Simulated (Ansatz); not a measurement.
Geometry optimisation, Ansatz 0.2.0, RKS BLYP/def2-mTZVP.

input.yaml

```yaml
crystal:
  periodic: [false, false, false]
  atoms:
    - { symbol: C, position_ang: [-0.431, 1.6442, -0.782] }
    - { symbol: Al, position_ang: [-0.0529, -0.1614, -0.1936] }
    - { symbol: C, position_ang: [1.0874, -0.4388, 1.3789] }
    - { symbol: "N", position_ang: [-0.6882, -1.6495, -1.1369] }
    - { symbol: H, position_ang: [-1.138, 1.6364, -1.7015] }
    - { symbol: H, position_ang: [-0.9964, 2.2476, 0.0228] }
    - { symbol: H, position_ang: [0.4858, 2.222, -1.0512] }
    - { symbol: H, position_ang: [2.0567, -1.0004, 1.0841] }
    - { symbol: H, position_ang: [0.565, -0.9866, 2.2098] }
    - { symbol: H, position_ang: [1.4336, 0.5444, 1.8245] }
    - { symbol: H, position_ang: [-0.4631, -2.5137, -0.5964] }
    - { symbol: H, position_ang: [-1.782, -1.5993, -1.0247] }
basis:
  gaussian: { orbitals: def2-mTZVP }
hamiltonian:
  xc: blyp
relax:
  f_tol: 0.015
  max_steps: 40
output:
  orbitals: {}
```

Command:

```bash
$ ansatz run input.yaml --threads 2 --pin off --max-ram 3072MiB --backend cpu --events-out ev --progress --plain --runs-dir out
```

Question: Where does it end, and by what steps?

Answer: The run converged. The force dipped under the threshold on the way, but the program's further checks kept it going. After 11 steps the energy has fallen by 0.661 eV; H12 moved furthest, 0.59 Å.

```tsv
step	energy less start (eV)	largest force component (eV/Å)	accepted
0	0.0000	2.105	yes
1	-0.3486	2.023	yes
2	-0.5931	0.747	yes
3	-0.6513	0.252	yes
4	-0.6589	0.085	yes
5	-0.6597	0.021	yes
6	-0.6600	0.007	yes
7	-0.6602	0.014	yes
8	-0.6599	0.117	no
9	-0.6605	0.008	yes
10	-0.6599	0.139	no
11	-0.6608	0.013	yes
```

```xyz
12
Properties=species:S:1:pos:R:3
C -0.494 1.641 -0.819
Al -0.075 -0.137 -0.062
C 1.189 -0.441 1.431
N -0.885 -1.572 -0.781
H -1.151 1.586 -1.700
H -0.996 2.289 -0.083
H 0.416 2.179 -1.127
H 2.162 -0.811 1.069
H 0.818 -1.190 2.147
H 1.394 0.479 1.998
H -0.759 -2.537 -0.478
H -1.542 -1.541 -1.561
```

Whether the end is a true minimum wasn't checked by a vibrational analysis.

Run time: 12 s on 2 threads of Intel(R) Xeon(R) 6975P-C (Granite Rapids) (shared host), peak memory 0.21 GiB.
